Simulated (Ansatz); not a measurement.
A nudged elastic band was laid between two geometries of FH + GeH6Si (10 atoms, charge 0, multiplicity 1).

Theory: RKS PBE-D4/def2-SVP (Ansatz).

```yaml
movable_images: 1
climbing_image: yes
spring: 5.0 eV/Å²
optimiser: quadratic models (default)
start_path: through a guess of the saddle point
force_threshold: 0.05 eV/Å
iteration_limit: 60
end_points: relaxed
```

Image 0:

```xyz
10
Properties=species:S:1:pos:R:3
Ge -0.948 0.907 -0.480
Si 0.330 -1.116 -0.396
H 0.002 2.126 -0.591
H -1.824 1.052 0.785
H -1.871 0.903 -1.730
H 1.491 0.242 1.459
F 0.860 0.553 2.084
H 0.442 -1.772 -1.747
H -0.232 -2.102 0.586
H 1.751 -0.793 0.030
```

Image 2:

```xyz
10
Properties=species:S:1:pos:R:3
Ge -1.198 1.615 0.175
Si 1.156 -1.614 -0.246
H -0.290 2.210 -0.928
H -2.404 2.536 0.488
H -1.650 0.165 -0.136
H 1.179 -0.518 0.782
F -0.227 1.545 1.646
H 1.053 -1.012 -1.621
H -0.035 -2.500 -0.007
H 2.416 -2.428 -0.153
```

(1) Which bonds break or form, and what moves?

(2) What energy profile does the band end with?

(3) What is the geometry of the highest image?

## Answers

(1) Bonds broken: Ge1–Si2, H6–F7. Bonds formed: Ge1–F7, Si2–H6. FH + GeH6Si becomes FGeH3 + H4Si.

(2) The run converged. The highest image is number 1 of 0 to 2, 1.61 eV above the first end and 1.88 eV above the last; the last end lies 0.27 eV below the first. Neighbouring images differ by up to 1.9 eV, so the band resolves the path poorly. Another band between the same ends (5 images) ends at a top of the same energy, where a vibrational analysis finds 1 clearly imaginary mode. So few images can step over the top or miss a turn of the path. The orbitals stay closed-shell, which can raise the energy where a bond breaks towards radicals; this wasn't checked here.

| image | path coordinate (Å) | energy (eV) | Ge1–Si2 (Å) | H6–F7 (Å) | Ge1–F7 (Å) |
| --- | --- | --- | --- | --- | --- |
| 0 | 0.00 | 0.00 | 2.39 | 0.94 | 3.16 |
| 1 | 3.49 | 1.61 | 2.80 | 1.16 | 2.09 |
| 2 | 8.14 | -0.27 | 4.02 | 2.64 | 1.76 |

(3) 
```xyz
10
Properties=species:S:1:pos:R:3
Ge -0.705 1.175 -0.066
Si 0.485 -1.356 -0.069
H -1.037 2.500 0.670
H -1.870 0.184 0.245
H -0.478 1.398 -1.577
H 1.044 0.318 0.484
F 1.168 1.416 0.834
H -0.267 -1.619 -1.348
H -0.212 -2.079 1.053
H 1.872 -1.936 -0.228
```

Run time: 54 s on 2 threads of Arm Neoverse V1, with other jobs on the host, peak memory 0.14 GiB.
